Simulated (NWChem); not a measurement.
The numbers come from NWChem runs, not from measurements. System: AgCl, charge 0, spin multiplicity 1, at a geometry optimised with PBE0/def2-SVP with def2 effective core potentials on Ag. The structure started from a generated list of species. Level: TD-LDA (SVWN5)/def2-SVPD with def2 effective core potentials on Ag.

Input file:

```
start mol
memory heap 200 mb stack 900 mb global 1100 mb
geometry units angstroms nocenter noautoz
  Ag     0.000000     0.000000    -0.611222
  Cl     0.000000     0.000000     1.689850
  symmetry group C2v
end
basis spherical
  * library def2-svpd
end
ecp
  Ag library def2-ecp
end
dft
  xc slater vwn_5
  semidirect memsize 60000000 filesize 0
  iterations 100
end
tddft
  rpa
  nroots 6
  notriplet
  thresh 1e-4
end
task tddft energy
```

NWChem printed:

```
             Northwest Computational Chemistry Package (NWChem) 7.3.0
             --------------------------------------------------------

                                NWChem Input Module
                                -------------------

 Scaling coordinates for geometry "geometry" by  1.889725989
 (inverse scale =  0.529177249)

 Turning off AUTOSYM since
 SYMMETRY directive was detected!

                             Geometry "geometry" -> ""
                             -------------------------

 Output coordinates in angstroms (scale by  1.889725989 to convert to a.u.)

  No.       Tag          Charge          X              Y              Z
 ---- ---------------- ---------- -------------- -------------- --------------
    1 Ag                  47.0000     0.00000000     0.00000000    -0.61122200
    2 Cl                  17.0000     0.00000000     0.00000000     1.68985000

 Effective nuclear repulsion energy (a.u.)     183.7459331784

            Nuclear Dipole moment (a.u.)
            ----------------------------
        X                 Y               Z
 ---------------- ---------------- ----------------
     0.0000000000     0.0000000000     0.0000302356

      Symmetry information
      --------------------

 Group name             C2v
 Group number             16
 Group order               4
 No. of unique centers     2

      Symmetry unique atoms

     1    2


 Summary of "ao basis" -> "" (spherical)
 ------------------------------------------------------------------------------
       Tag                 Description            Shells   Functions and Types
 ---------------- ------------------------------  ------  ---------------------
 *                         def2-svpd                  on all atoms

                                 NWChem DFT Module
                                 -----------------

 Summary of "ao basis" -> "ao basis" (spherical)
 ------------------------------------------------------------------------------
       Tag                 Description            Shells   Functions and Types
 ---------------- ------------------------------  ------  ---------------------
 Ag                        def2-svpd                12       34   5s4p2d1f
 Cl                        def2-svpd                11       27   5s4p2d

 Summary of "ao basis" -> "ao basis" (spherical)
 ------------------------------------------------------------------------------
       Tag                 Description            Shells   Functions and Types
 ---------------- ------------------------------  ------  ---------------------
 Ag                        def2-svpd                12       34   5s4p2d1f
 Cl                        def2-svpd                11       27   5s4p2d

      Symmetry analysis of basis
      --------------------------

        a1         28
        a2          5
        b1         14
        b2         14

            General Information
            -------------------
          SCF calculation type: DFT
          Wavefunction type:  closed shell.
          No. of atoms     :     2
          No. of electrons :    36
           Alpha electrons :    18
            Beta electrons :    18
          Charge           :     0
          Spin multiplicity:     1
          Use of symmetry is: off; symmetry adaption is: on
          Maximum number of iterations: 100
          AO basis - number of functions:    61
                     number of shells:    23
          Convergence on energy requested:  1.00D-06
          Convergence on density requested:  1.00D-05
[...]
     Transition Moments    X -0.00045   Y -0.30783   Z -0.00000
     Transition Moments   XX -0.00000  XY -0.00000  XZ  0.00022
     Transition Moments   YY  0.00000  YZ  0.15311  ZZ -0.00000
     Dipole Oscillator Strength                    0.0054489780
     Electric Quadrupole                           0.0000000001
     Magnetic Dipole                               0.0000000115
     Total Oscillator Strength                     0.0054489896

          sigma_e =   1.9526 Angstrom
          sigma_h =   1.3382 Angstrom
         |d_h->e| =   2.3912 Angstrom
            d_exc =   3.3673 Angstrom
            d_CD1 =   3.0056 Angstrom
            d_CD2 =   0.7457 Angstrom
            d_CD3 =   5.7584 Angstrom
     Pearson C.C. =  -0.0033

     Occ.   17  b2  ---  Virt.   19  a1   1.00001 X
  ----------------------------------------------------------------------------
  Root   2 singlet b1             0.086256538 a.u.                2.3472 eV
  ----------------------------------------------------------------------------
     Transition Moments    X  0.30777   Y -0.00045   Z  0.00000
     Transition Moments   XX -0.00000  XY  0.00000  XZ -0.15330
     Transition Moments   YY  0.00000  YZ  0.00022  ZZ  0.00000
     Dipole Oscillator Strength                    0.0054469063
     Electric Quadrupole                           0.0000000001
     Magnetic Dipole                               0.0000000115
     Total Oscillator Strength                     0.0054469178

          sigma_e =   1.9526 Angstrom
          sigma_h =   1.3382 Angstrom
         |d_h->e| =   2.3911 Angstrom
            d_exc =   3.3672 Angstrom
            d_CD1 =   3.0055 Angstrom
            d_CD2 =   0.7457 Angstrom
            d_CD3 =   5.7584 Angstrom
     Pearson C.C. =  -0.0033

     Occ.   18  b1  ---  Virt.   19  a1  -1.00001 X
  ----------------------------------------------------------------------------
  Root   3 singlet a1             0.126228089 a.u.                3.4348 eV
  ----------------------------------------------------------------------------
     Transition Moments    X -0.00000   Y  0.00000   Z -0.81274
     Transition Moments   XX  0.72736  XY  0.00000  XZ -0.00000
     Transition Moments   YY  0.72736  YZ -0.00000  ZZ -2.35935
     Dipole Oscillator Strength                    0.0555864753
     Electric Quadrupole                           0.0000000340
     Magnetic Dipole                               0.0000000000
     Total Oscillator Strength                     0.0555865093

          sigma_e =   2.0084 Angstrom
          sigma_h =   1.5458 Angstrom
         |d_h->e| =   1.2269 Angstrom
            d_exc =   2.8121 Angstrom
            d_CD1 =   1.6895 Angstrom
            d_CD2 =  -0.5503 Angstrom
            d_CD3 =   4.0390 Angstrom
     Pearson C.C. =   0.0033

     Occ.   11  a1  ---  Virt.   19  a1   0.12014 X
     Occ.   16  a1  ---  Virt.   19  a1   0.98422 X
     Occ.   16  a1  ---  Virt.   19  a1  -0.09143 Y
     Occ.   17  b2  ---  Virt.   20  b2   0.10165 X
     Occ.   18  b1  ---  Virt.   21  b1   0.10165 X
  ----------------------------------------------------------------------------
  Root   4 singlet a2             0.161005430 a.u.                4.3812 eV
  ----------------------------------------------------------------------------
     Transition Moments    X -0.00000   Y -0.00000   Z  0.00000
     Transition Moments   XX -0.00000  XY  0.83748  XZ  0.00000
     Transition Moments   YY -0.00000  YZ  0.00000  ZZ  0.00000
     Dipole Oscillator Strength                    0.0000000000
     Electric Quadrupole                           0.0000000156
     Magnetic Dipole                               0.0000000000
     Total Oscillator Strength                     0.0000000156

          sigma_e =   1.9670 Angstrom
          sigma_h =   0.8320 Angstrom
         |d_h->e| =   0.3470 Angstrom
            d_exc =   2.1648 Angstrom
            d_CD1 =   1.4819 Angstrom
            d_CD2 =  -1.0525 Angstrom
            d_CD3 =   2.5118 Angstrom
     Pearson C.C. =  -0.0015

     Occ.   15  a2  ---  Virt.   19  a1  -0.99977 X
  ----------------------------------------------------------------------------
  Root   5 singlet a1             0.161005441 a.u.                4.3812 eV
  ----------------------------------------------------------------------------
     Transition Moments    X -0.00000   Y  0.00000   Z  0.00000
     Transition Moments   XX -0.83747  XY  0.00000  XZ  0.00000
     Transition Moments   YY  0.83747  YZ  0.00000  ZZ  0.00000
     Dipole Oscillator Strength                    0.0000000000
     Electric Quadrupole                           0.0000000156
     Magnetic Dipole                               0.0000000000
     Total Oscillator Strength                     0.0000000156

          sigma_e =   1.9670 Angstrom
          sigma_h =   0.8320 Angstrom
         |d_h->e| =   0.3470 Angstrom
            d_exc =   2.1648 Angstrom
            d_CD1 =   1.4819 Angstrom
            d_CD2 =  -1.0525 Angstrom
            d_CD3 =   2.5118 Angstrom
     Pearson C.C. =  -0.0015

     Occ.   14  a1  ---  Virt.   19  a1   0.99977 X
  ----------------------------------------------------------------------------
  Root   6 singlet b2             0.180244185 a.u.                4.9047 eV
  ----------------------------------------------------------------------------
     Transition Moments    X -0.00000   Y -0.17285   Z -0.00000
     Transition Moments   XX  0.00000  XY  0.00000  XZ  0.00000
     Transition Moments   YY  0.00000  YZ  1.15678  ZZ  0.00000
     Dipole Oscillator Strength                    0.0035903132
     Electric Quadrupole                           0.0000000417
     Magnetic Dipole                               0.0000000879
     Total Oscillator Strength                     0.0035904428

          sigma_e =   1.9805 Angstrom
          sigma_h =   1.0638 Angstrom
         |d_h->e| =   0.5489 Angstrom
            d_exc =   2.3156 Angstrom
            d_CD1 =   1.4656 Angstrom
            d_CD2 =  -0.9732 Angstrom
            d_CD3 =   2.8645 Angstrom
     Pearson C.C. =  -0.0016

     Occ.   13  b2  ---  Virt.   19  a1  -0.99836 X

              Target root =      1
          Target symmetry = none
      Ground state energy =   -605.307990889536
        Excitation energy =      0.086256535228
     Excited state energy =   -605.221734354308

  stored tddft:energy   -605.22173435430750

 Task  times  cpu:       13.9s     wall:       13.9s

 Total times  cpu:       13.9s     wall:       13.9s
```
